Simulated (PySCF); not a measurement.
Working out the ionisation energy of Ta

Ta [Xe] 4f14 5d3 6s2 (4F) → Ta⁺ [Xe] 4f14 5d3 6s1 (5F). Computed with PySCF 2.14 in def2-QZVPPD with the def2 core potential (60 electrons) (7s6p4d3f2g, 84 functions), with scalar relativity through the core potential. Frozen: 5s2 5p6. Energies in hartree (1 hartree = 27.21139 eV):

```
            part  Ta (lower)  Ta⁺ (upper)
             UHF  -56.293559   -56.083251
CCSD correlation   -0.084695    -0.033833
             (T)   -0.004967    -0.000521
```

**Question.** What does Hartree-Fock give?

**Answer.** (-56.083251) − (-56.293559) = 0.210308 hartree = 5.723 eV.

**Question.** What do CCSD and CCSD(T) give?

**Answer.** The CCSD correlation energies differ by 0.050862 hartree = 1.384 eV and the triples by 0.004446 hartree = 0.121 eV, so CCSD gives 7.107 eV and CCSD(T) 7.228 eV.

Measured between the centres of the two terms (NIST): 7.573 eV, so CCSD(T) (valence) is off by -0.345 eV.

What remains against the reference includes basis incompleteness, the frozen core and higher excitations.
